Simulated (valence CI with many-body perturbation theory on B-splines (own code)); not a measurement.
Pt²⁸⁺: E2, M1 decay

Level of theory: configuration interaction combined with many-body perturbation theory (CI+MBPT): four valence electrons over a frozen Dirac-Fock core [Kr] 4d10, a basis of 7 s, 7 p, 7 d, 7 f, 4 g, 2 h functions for each j, with the one-electron correlation potential Σ1 (screened to all orders), the two-electron term Σ2, the three-electron term Σ3, Breit, model QED; selected single and double excitations, second order for the rest, scaled by the run's own slope (own B-spline code, finite nucleus).

The last digits are not significant, and no measured levels were compared; by estimate large intervals hold to a few tenths of a per cent, small ones and those within an open d or f shell to about a per cent. Excitations out of the core, of the other parity, are not computed and may begin above about 181 eV (a cautious bound); beyond it only levels of the ground parity were kept, without lifetimes.

Lines 51 to 100 of 120 in falling wavelength, among levels below 180.52 eV, chosen from the decays that carry over 1 % of a level's rate. Wavelengths and rates use the calculated energies. Electric multipoles are in the length gauge, E1 and E2 with the static RPA response of the core. Weak lines are less certain than strong ones. Lines between different terms over intervals too small for the method are left out, as are lines whose strength nearly cancels. Where a level lies close to another of its J and parity, the split of strength between their lines is uncertain.

Levels are named by their leading jj configuration (3d3/2^4 stands for four electrons in 3d with j = 3/2), which in mixed levels can hold well under half, so a name can repeat and another be missing. Letters in brackets count levels of one name in rising energy.

| λ vac (nm) | Upper | Lower | Type | A (s⁻¹) | Branch % |
| --- | --- | --- | --- | --- | --- |
| 287.9 | (4f5/2^2 4f7/2^2) J=3 [a] | (4f5/2^3 4f7/2) J=2 [a] | M1 | 1.00e+03 | 64.2 |
| 272.1 | (4f5/2^2 4f7/2^2) J=2 [a] | (4f5/2^3 4f7/2) J=3 [a] | M1 | 4.95e+02 | 28.1 |
| 269.5 | (4f5/2^3 4f7/2) J=5 [b] | (4f5/2^2 4f7/2^2) J=6 [a] | M1 | 1.03e+02 | 16.4 |
| 267.7 | (4f5/2^3 4f7/2) J=4 [b] | (4f5/2^2 4f7/2^2) J=4 [a] | M1 | 1.69e+02 | 19.0 |
| 267.5 | (4f5/2^2 4f7/2^2) J=1 [a] | (4f5/2^3 4f7/2) J=2 [b] | M1 | 6.88e+02 | 49.2 |
| 264.2 | (4f5/2^2 4f7/2^2) J=3 [a] | (4f5/2^3 4f7/2) J=3 [a] | M1 | 4.57e+02 | 29.3 |
| 262.9 | (4f5/2^2 4f7/2^2) J=2 [b] | (4f5/2^3 4f7/2) J=2 [b] | M1 | 6.88e+02 | 49.6 |
| 262.6 | (4f5/2^4) J=2 | (4f5/2^4) J=4 | E2 | 2.73e-02 | 100.0 |
| 259.9 | (4f5/2 4f7/2^3) J=7 [a] | (4f5/2^2 4f7/2^2) J=7 [a] | M1 | 7.00e+02 | 24.7 |
| 251.2 | (4f5/2^2 4f7/2^2) J=7 [a] | (4f5/2^2 4f7/2^2) J=6 [a] | M1 | 8.27e+02 | 70.8 |
| 245.7 | (4f5/2^2 4f7/2^2) J=1 [a] | (4f5/2^3 4f7/2) J=2 [a] | M1 | 2.31e+01 | 1.7 |
| 241.8 | (4f5/2^2 4f7/2^2) J=2 [b] | (4f5/2^3 4f7/2) J=2 [a] | M1 | 6.19e+01 | 4.5 |
| 234.9 | (4f5/2^2 4f7/2^2) J=4 [b] | (4f5/2^3 4f7/2) J=4 [a] | M1 | 6.45e+02 | 29.8 |
| 234.5 | (4f5/2^2 4f7/2^2) J=6 [d] | (4f5/2^3 4f7/2) J=5 [b] | M1 | 1.24e+02 | 26.5 |
| 233.9 | (4f5/2^2 4f7/2^2) J=4 [c] | (4f5/2^3 4f7/2) J=3 [b] | M1 | 3.88e+01 | 3.9 |
| 228.0 | (4f5/2^4) J=0 | (4f5/2^3 4f7/2) J=1 [a] | M1 | 3.57e-01 | 18.9 |
| 227.1 | (4f5/2 4f7/2^3) J=7 [a] | (4f5/2^2 4f7/2^2) J=6 [b] | M1 | 1.68e+03 | 59.5 |
| 224.8 | (4f5/2^2 4f7/2^2) J=2 [b] | (4f5/2^3 4f7/2) J=3 [a] | M1 | 4.01e+01 | 2.9 |
| 224.2 | (4f5/2^2 4f7/2^2) J=3 [b] | (4f5/2^3 4f7/2) J=3 [b] | M1 | 2.13e+02 | 31.8 |
| 224.2 | (4f5/2^2 4f7/2^2) J=3 [b] | (4f5/2^3 4f7/2) J=2 [b] | M1 | 1.62e+02 | 24.1 |
| 221.2 | (4f5/2^2 4f7/2^2) J=2 [a] | (4f5/2^3 4f7/2) J=1 [a] | M1 | 7.07e+02 | 40.1 |
| 219.8 | (4f5/2^2 4f7/2^2) J=6 [d] | (4f5/2^2 4f7/2^2) J=6 [b] | M1 | 1.78e+02 | 38.0 |
| 209.4 | (4f5/2^2 4f7/2^2) J=5 [a] | (4f5/2^3 4f7/2) J=4 [a] | M1 | 9.74e+01 | 13.4 |
| 208.6 | (4f5/2^2 4f7/2^2) J=3 [b] | (4f5/2^3 4f7/2) J=2 [a] | M1 | 6.34e+01 | 9.4 |
| 203.2 | (4f5/2^2 4f7/2^2) J=4 [c] | (4f5/2^3 4f7/2) J=3 [a] | M1 | 1.12e+02 | 11.2 |
| 198.4 | (4f5/2^2 4f7/2^2) J=9 | (4f5/2^3 4f7/2) J=8 | M1 | 6.00e+02 | 76.2 |
| 194.7 | (4f5/2^2 4f7/2^2) J=6 [b] | (4f5/2^3 4f7/2) J=5 [a] | M1 | 1.48e+03 | 86.6 |
| 193.8 | (4f5/2^2 4f7/2^2) J=2 [c] | (4f5/2^3 4f7/2) J=3 [b] | M1 | 9.49e+02 | 34.8 |
| 191.9 | (4f5/2^3 4f7/2) J=4 [a] | (4f5/2^4) J=4 | M1 | 9.88e+02 | 89.6 |
| 191.2 | (4f5/2^2 4f7/2^2) J=1 [a] | (4f5/2^3 4f7/2) J=1 [a] | M1 | 6.70e+02 | 47.9 |
| 188.9 | (4f5/2^2 4f7/2^2) J=2 [b] | (4f5/2^3 4f7/2) J=1 [a] | M1 | 5.27e+02 | 38.0 |
| 184.5 | (4f5/2^3 4f7/2) J=5 [b] | (4f5/2^3 4f7/2) J=5 [a] | M1 | 2.01e+02 | 32.1 |
| 182.9 | (4f5/2^2 4f7/2^2) J=5 [b] | (4f5/2^3 4f7/2) J=4 [a] | M1 | 6.22e+02 | 46.1 |
| 182.1 | (4f5/2^2 4f7/2^2) J=2 [c] | (4f5/2^3 4f7/2) J=2 [a] | M1 | 9.29e+02 | 34.1 |
| 174.5 | (4f5/2^2 4f7/2^2) J=4 [c] | (4f5/2^3 4f7/2) J=4 [a] | M1 | 5.88e+02 | 58.7 |
| 173.8 | (4f5/2^4) J=0 | (4f5/2^4) J=2 | E2 | 1.53e+00 | 80.9 |
| 172.3 | (4f5/2^2 4f7/2^2) J=2 [c] | (4f5/2^3 4f7/2) J=3 [a] | M1 | 2.28e+02 | 8.4 |
| 171.6 | (4f5/2^2 4f7/2^2) J=8 [b] | (4f5/2^3 4f7/2) J=7 | M1 | 2.34e+02 | 40.2 |
| 169.8 | (4f5/2^2 4f7/2^2) J=2 [a] | (4f5/2^4) J=2 | M1 | 3.31e+01 | 1.9 |
| 169.0 | (4f5/2^2 4f7/2^2) J=3 [b] | (4f5/2^3 4f7/2) J=4 [a] | M1 | 5.89e+01 | 8.8 |
| 167.9 | (4f5/2^3 4f7/2) J=4 [b] | (4f5/2^3 4f7/2) J=3 [a] | M1 | 3.52e+02 | 39.6 |
| 167.5 | (4f5/2^2 4f7/2^2) J=4 [a] | (4f5/2^3 4f7/2) J=5 [a] | M1 | 1.49e+02 | 16.2 |
| 166.5 | (4f5/2^2 4f7/2^2) J=5 [a] | (4f5/2^2 4f7/2^2) J=6 [a] | M1 | 2.04e+02 | 28.1 |
| 166.2 | (4f5/2^2 4f7/2^2) J=6 [c] | (4f5/2^3 4f7/2) J=7 | M1 | 1.67e+02 | 26.4 |
| 166.0 | (4f5/2^3 4f7/2) J=3 [a] | (4f5/2^4) J=4 | M1 | 1.08e+02 | 37.5 |
| 162.1 | (4f5/2^2 4f7/2^2) J=0 [a] | (4f5/2^3 4f7/2) J=1 [a] | M1 | 3.41e+02 | 91.6 |
| 150.4 | (4f5/2^2 4f7/2^2) J=2 [c] | (4f5/2^3 4f7/2) J=1 [a] | M1 | 4.50e+02 | 16.5 |
| 150.1 | (4f5/2 4f7/2^3) J=7 [a] | (4f5/2^3 4f7/2) J=7 | M1 | 3.61e+01 | 1.3 |
| 150.1 | (4f5/2^2 4f7/2^2) J=2 [b] | (4f5/2^4) J=2 | M1 | 6.35e+01 | 4.6 |
| 150.0 | (4f5/2^3 4f7/2) J=3 [b] | (4f5/2^4) J=4 | M1 | 1.43e+02 | 21.9 |
